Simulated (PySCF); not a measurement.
CH5FO2Si2, SMILES [SiH2]1[Si@@H](F)OCO1. Atoms are numbered in the order given.

```xyz
11

F      2.0768    -0.8883    -0.4381
Si     1.0071    -0.1371     0.5564
O      0.5141     1.3457    -0.0794
C     -0.6939     1.4301    -0.8167
O     -1.6446     0.4414    -0.4703
Si    -1.1704    -0.9690     0.3586
H      1.7387     0.1395     1.8285
H     -0.4641     1.3521    -1.9059
H     -1.1417     2.4264    -0.6083
H     -1.3480    -2.1925    -0.4973
H     -1.9838    -1.1220     1.6124
```

Geometry optimised at PBE-D3(BJ)/def2-SVP. The structure was generated by enumeration; whether it is a known compound was not checked. One conformer was computed; it need not be the lowest.

Computed with PBE-D3(BJ)/def2-SVP in PySCF 2.14.0.

Frequencies are harmonic and unscaled.

```json
[
 {"mode": "1", "ν (cm⁻¹)": "62", "IR (km/mol)": "3.5", "moving atoms (share of kinetic energy)": "O 61 %, H 19 %, Si 9 %"},
 {"mode": "2", "ν (cm⁻¹)": "110", "IR (km/mol)": "5.1", "moving atoms (share of kinetic energy)": "H 29 %, C 26 %, F 23 %, O 21 %"},
 {"mode": "3", "ν (cm⁻¹)": "159", "IR (km/mol)": "3.8", "moving atoms (share of kinetic energy)": "F 49 %, Si 30 %, H 15 %"},
 {"mode": "4", "ν (cm⁻¹)": "272", "IR (km/mol)": "16.6", "moving atoms (share of kinetic energy)": "O 43 %, F 30 %, Si 19 %"},
 {"mode": "5", "ν (cm⁻¹)": "352", "IR (km/mol)": "26.8", "moving atoms (share of kinetic energy)": "Si 48 %, O 36 %, H 11 %"},
 {"mode": "6", "ν (cm⁻¹)": "422", "IR (km/mol)": "4.7", "moving atoms (share of kinetic energy)": "Si 64 %, H 30 %"},
 {"mode": "7", "ν (cm⁻¹)": "488", "IR (km/mol)": "12.5", "moving atoms (share of kinetic energy)": "H 61 %, Si 34 %"},
 {"mode": "8", "ν (cm⁻¹)": "581", "IR (km/mol)": "1.6", "moving atoms (share of kinetic energy)": "O 69 %, H 18 %, C 10 %"},
 {"mode": "9", "ν (cm⁻¹)": "659", "IR (km/mol)": "14.9", "moving atoms (share of kinetic energy)": "H 90 %"},
 {"mode": "10", "ν (cm⁻¹)": "679", "IR (km/mol)": "70.8", "moving atoms (share of kinetic energy)": "H 78 %, C 10 %, Si 9 %"},
 {"mode": "11", "ν (cm⁻¹)": "719", "IR (km/mol)": "21.0", "moving atoms (share of kinetic energy)": "O 32 %, Si 32 %, C 20 %, H 15 %"},
 {"mode": "12", "ν (cm⁻¹)": "723", "IR (km/mol)": "37.8", "moving atoms (share of kinetic energy)": "O 38 %, Si 30 %, H 13 %, C 10 %, F 8 %"},
 {"mode": "13", "ν (cm⁻¹)": "815", "IR (km/mol)": "13.6", "moving atoms (share of kinetic energy)": "H 76 %, F 16 %"},
 {"mode": "14", "ν (cm⁻¹)": "826", "IR (km/mol)": "96.1", "moving atoms (share of kinetic energy)": "H 62 %, Si 19 %, O 17 %"},
 {"mode": "15", "ν (cm⁻¹)": "887", "IR (km/mol)": "161.5", "moving atoms (share of kinetic energy)": "Si 45 %, F 34 %, H 17 %"},
 {"mode": "16", "ν (cm⁻¹)": "931", "IR (km/mol)": "137.0", "moving atoms (share of kinetic energy)": "H 90 %"},
 {"mode": "17", "ν (cm⁻¹)": "1025", "IR (km/mol)": "264.3", "moving atoms (share of kinetic energy)": "C 46 %, O 41 %, H 12 %"},
 {"mode": "18", "ν (cm⁻¹)": "1094", "IR (km/mol)": "52.7", "moving atoms (share of kinetic energy)": "H 50 %, C 33 %, O 16 %"},
 {"mode": "19", "ν (cm⁻¹)": "1129", "IR (km/mol)": "222.5", "moving atoms (share of kinetic energy)": "O 45 %, C 36 %, H 17 %"},
 {"mode": "20", "ν (cm⁻¹)": "1215", "IR (km/mol)": "0.7", "moving atoms (share of kinetic energy)": "H 97 %"},
 {"mode": "21", "ν (cm⁻¹)": "1383", "IR (km/mol)": "6.1", "moving atoms (share of kinetic energy)": "H 85 %"},
 {"mode": "22", "ν (cm⁻¹)": "1466", "IR (km/mol)": "5.3", "moving atoms (share of kinetic energy)": "H 92 %"},
 {"mode": "23", "ν (cm⁻¹)": "2162", "IR (km/mol)": "98.0", "moving atoms (share of kinetic energy)": "H 97 %"},
 {"mode": "24", "ν (cm⁻¹)": "2169", "IR (km/mol)": "99.4", "moving atoms (share of kinetic energy)": "H 96 %"},
 {"mode": "25", "ν (cm⁻¹)": "2217", "IR (km/mol)": "115.1", "moving atoms (share of kinetic energy)": "H 97 %"},
 {"mode": "26", "ν (cm⁻¹)": "2929", "IR (km/mol)": "105.8", "moving atoms (share of kinetic energy)": "H 94 %"},
 {"mode": "27", "ν (cm⁻¹)": "3001", "IR (km/mol)": "43.1", "moving atoms (share of kinetic energy)": "H 90 %, C 10 %"}
]
```
